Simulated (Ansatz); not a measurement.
A nudged elastic band was laid between two geometries of FGeH3 (5 atoms, charge 0, multiplicity 1).

All numbers below come from RKS PBE0/def2-SVP in Ansatz 0.2.0.

```json
{
 "movable images": "7",
 "climbing image": "yes",
 "spring": "5.0 eV/Å²",
 "optimiser": "quadratic models (default)",
 "start path": "through a guess of the saddle point",
 "force threshold": "0.03 eV/Å",
 "iteration limit": "60",
 "end points": "relaxed"
}
```

Initial state:

```xyz
5
Properties=species:S:1:pos:R:3
Ge 0.283 -0.049 0.200
H 0.245 0.015 1.734
H 1.716 0.015 -0.347
F -0.535 1.379 -0.379
H -0.494 -1.253 -0.350
```

Final state:

```xyz
5
Properties=species:S:1:pos:R:3
Ge 0.120 -0.052 -0.888
H 1.001 -0.250 1.261
H 1.584 0.073 0.868
F -0.788 1.393 -0.449
H -0.703 -1.058 0.067
```

(1) Which bonds break or form, and what moves?

(2) What energy profile does the band end with?

(3) What is the geometry of the highest image?

(4) What are the harmonic wavenumbers there?

## Answers

(1) Bonds broken: Ge1–H2, Ge1–H3. Bonds formed: H2–H3. FGeH3 becomes FGeH + H2.

(2) The run converged. The highest image is number 5 of 0 to 8, 2.58 eV above the first end and 1.16 eV above the last; the last end lies 1.42 eV above the first. A vibrational analysis at the climbing image gives one clearly imaginary mode, 1201i cm⁻¹: a first-order saddle point. The orbitals stay closed-shell, which can raise the energy where a bond breaks towards radicals; this wasn't checked here.

| image | path coordinate (Å) | energy (eV) | Ge1–H2 (Å) | Ge1–H3 (Å) | H2–H3 (Å) |
| --- | --- | --- | --- | --- | --- |
| 0 | 0.00 | 0.00 | 1.54 | 1.54 | 2.55 |
| 1 | 0.26 | 0.13 | 1.52 | 1.53 | 2.34 |
| 2 | 0.52 | 0.59 | 1.51 | 1.52 | 2.10 |
| 3 | 0.78 | 1.36 | 1.53 | 1.51 | 1.85 |
| 4 | 1.04 | 2.21 | 1.62 | 1.51 | 1.61 |
| 5 | 1.31 | 2.58 | 1.74 | 1.55 | 1.37 |
| 6 | 1.62 | 2.05 | 1.87 | 1.68 | 1.01 |
| 7 | 1.94 | 1.46 | 2.10 | 2.00 | 0.79 |
| 8 | 2.26 | 1.42 | 2.33 | 2.29 | 0.77 |

(3) 
```xyz
5
Properties=species:S:1:pos:R:3:forces:R:3
Ge 0.288 -0.028 -0.434 -0.01 0.03 -0.02
H 0.603 -0.208 1.270 0.00 -0.01 0.00
H 1.596 0.120 0.389 0.00 0.00 0.01
F -0.672 1.434 -0.343 0.01 -0.01 0.00
H -0.601 -1.211 -0.022 0.00 -0.02 0.01
```

(4) 1201i, 511, 561, 664, 701, 944, 1530, 2136, 2179 cm⁻¹.

Time of the run: 110 s on 1 thread of Arm Neoverse V2, on a shared host, peak memory 0.12 GiB.
